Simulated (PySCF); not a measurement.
Computed properties of Li(OH) (HLiO), SMILES [Li][OH]

Li(OH) (HLiO), SMILES [Li][OH]. The structure is a stationary point at B3LYP-D3(BJ)/def2-TZVPD. The isomer is the one that the SMILES or the coordinates give; other isomers of the formula were not compared. The values are those of a single conformer. All values are computed for the isolated molecule unless a solvent is named; none is compared with measurement here.

**Structure.** The optimised structure has C∞v symmetry. All 4 harmonic modes at B3LYP-D3(BJ)/def2-TZVPD (PySCF) are real, so it is a minimum.

**Vibrations.** The strongest infrared lines (harmonic, unscaled, degenerate partners summed) lie at 299 cm⁻¹ (241 km/mol, H 82 %, O 13 %), 955 cm⁻¹ (175 km/mol, Li 71 %, O 27 %), 3982 cm⁻¹ (35 km/mol, H 94 %). The softest mode is at 299 cm⁻¹ and the zero-point energy is 7.9 kcal/mol.

**Electronic structure.** HF/def2-TZVPD (PySCF) places the frontier levels at -10.30 and 0.08 eV, a gap of 10.38 eV, and gives a dipole moment of 4.70 D and a mean polarisability of 13.7 bohr³. PBE/def2-TZVPD (PySCF) at the same geometry gives -4.79 and -1.40 eV, so its gap is 6.99 eV narrower. An orbital gap is neither the optical nor the fundamental gap.

**Excitations.** TDA-PBE0/def2-TZVPD (PySCF) has S1 at 4.18 eV (297 nm, f = 0.059, bright); the most intense of the 10 singlets computed lies at 5.90 eV (f = 0.10). Strengths of degenerate partners are summed. T1 (TDA) is at 4.08 eV, 0.10 eV under S1. TDA-PBE/def2-TZVPD (PySCF) puts S1 at 3.35 eV. No vertical singlet excitation falls in the visible range (under 3.1 eV).

**NMR.** GIAO shifts at PBE0/pcSseg-2 (PySCF) (non-relativistic, atoms alike by connectivity averaged): ¹H at -1.1 ppm against TMS.
